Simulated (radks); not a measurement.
Problem. The mean radii <r> (bohr) of the occupied orbitals of an atom or ion are listed with their occupations. Calculated with a radial shooting solver on a logarithmic mesh with Libxc functionals: scalar-relativistic Kohn-Sham, LB94 model potential, spin-polarised, spherical densities, finite nucleus; Fermi nuclear charge, rms radius of each element as measured or else 0.836 A^(1/3) + 0.57 fm.

| orbital | occ. | <r> |
|---|---|---|
| 1s | 2 | 0.03035 |
| 2s | 2 | 0.1314 |
| 2p | 6 | 0.1145 |
| 3s | 2 | 0.3581 |
| 3p | 6 | 0.3565 |
| 3d | 10 | 0.3335 |
| 4s | 2 | 0.8780 |
| 4p | 6 | 0.9604 |
| 4d | 10 | 1.250 |

Name the element and its charge. Open shells, if any, are filled with parallel spins first.

Solution. Z = 48, cadmium, charge +2: Cd2+ in [Kr] 4d10. The 1s radius gives Z: for a bare nucleus <r> = (2 gamma + 1)/(2Z) with gamma = sqrt(1 - (Z/c)^2), 0.02993 bohr for Z = 48, and screening makes it slightly larger (0.03035 here). The occupations add up to 46, and the charge is Z minus that.
